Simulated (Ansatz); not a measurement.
Species: sum formula Si2H2F3 (charge -1, singlet). It need not be the lowest isomer of its formula. Whether it binds its extra electron was not tested at this geometry. SMILES: F[SiH-][SiH](F)F
Coordinates optimised at B3LYP-D3(BJ)/def2-TZVP (Ansatz, a quantum-chemistry and plane-wave program):
```
Si
F 1 1.6393
F 1 1.6402 2 101.74
H 1 1.5102 2 102.27 3 103.21
Si 1 2.3920 4 124.16 3 128.91
F 5 1.6998 1 97.47 4 -43.10
H 5 1.5478 6 98.47 1 -87.52
```
Charge -1, spin multiplicity 1.

Parts of the frozen-core correlation energy in aug-cc-pV(D+d)Z (Ansatz, hartree). Frozen orbitals: 13; correlated occupied orbitals by spin: 16 and 16; virtual: 122 and 122. Spin-orbit coupling is left out. Non-relativistic.

| term | value |
|---|---|
| reference (HF) | -877.58616 |
| MP2 opposite-spin | ___ |
| MP2 same-spin | -0.21470 |
| CCSD correlation | ___ |
| (T) | ___ |
| T1 diagnostic | 0.016 |
| largest doubles amplitude | 0.035 |

What belongs in the gaps?


- MP2 opposite-spin, value: -0.61035
- CCSD correlation, value: -0.85693
- (T), value: -0.02299
